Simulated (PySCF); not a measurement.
## Electron correlation in Sn³⁰⁺ (tin, charge +30)

[Ar] 3d2, high-spin 3F determinant. All numbers are calculated (PySCF 2.14, scalar relativity by spin-free X2C-1e, in an even-tempered Gaussian basis (18 s from 4.4 bohr⁻², ratio 2.5; 12 p from 5.7 bohr⁻², ratio 2.5; 8 d from 5.7 bohr⁻², ratio 2.5; 4 f from 20 bohr⁻², ratio 2.7; 3 g from 30 bohr⁻², ratio 2.7)). Frozen: [Ne]; 10 electrons correlated; the 30 highest virtual orbitals of each spin left out.

```json
{"level": "CCSD", "correlation energy (mhartree)": "-468.95"}
{"level": "(T)", "correlation energy (mhartree)": "-2.95"}
{"level": "CCSD(T)", "correlation energy (mhartree)": "-471.90"}
```

Diagnostics: T1 = 0.00047, D1 = 0.0010, largest double amplitude 0.026.

Problem. Is a single reference adequate?

Solution. Yes, within this model without spin-orbit coupling: T1 lies below 0.03 and no double amplitude reaches 0.07.

At this charge the one-electron X2C treatment keeps the bare 1/r₁₂, with no two-electron picture change or Breit term. The effect here is smaller than on the frozen 1s shell; and a scalar Hamiltonian misses the large spin-orbit splitting of the p shells, which matters for ns² → np² pairs.
